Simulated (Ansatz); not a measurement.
One change: `Cl[SiH2][GeH2][Cl]` becomes `[Cl][GeH2][SiH2]Br`.

Ansatz, PBE0-D4/def2-TZVP geometries, multiplicity 1. Each molecule was computed in one conformer, which needn't be the lowest.

Scalar relativity is left out up to krypton. Spin–orbit coupling is left out; it splits and shifts lone-pair levels of the heavy atoms by tenths of an eV.

```csv
property,`Cl[SiH2][GeH2][Cl]`
HOMO energy (ωB97M-V/def2-TZVPP) / eV,-10.20
HOMO energy (PBE0/def2-TZVPP) / eV,-8.16
LUMO energy (PBE0/def2-TZVPP) / eV,-1.13
HOMO–LUMO gap (PBE/def2-TZVPP) / eV,4.98
HOMO–LUMO gap (PBE0/def2-TZVPP) / eV,7.02
HOMO energy (B3LYP/def2-TZVPP) / eV,-7.94
```

**Question.** What does the change do to each property? (Best estimate.)

**Answer.** Computed: 
```tsv
property	`[Cl][GeH2][SiH2]Br`	shift
HOMO energy (ωB97M-V/def2-TZVPP) / eV	-10.08	0.12
HOMO energy (PBE0/def2-TZVPP) / eV	-8.03	0.13
LUMO energy (PBE0/def2-TZVPP) / eV	-1.07	0.06
HOMO–LUMO gap (PBE/def2-TZVPP) / eV	4.95	-0.03
HOMO–LUMO gap (PBE0/def2-TZVPP) / eV	6.96	-0.06
HOMO energy (B3LYP/def2-TZVPP) / eV	-7.81	0.13
```

With PBE0 the HOMO rises by 0.13 eV and the LUMO rises by 0.06 eV, so the gap narrows by about 0.07 eV. PBE moves the HOMO by 0.11 eV and ωB97M-V by 0.12 eV.

Positive LUMOs are unbound, so they and the gaps depend on the basis.

B3LYP here is the variant with VWN-RPA as its local correlation; programs differ in this.
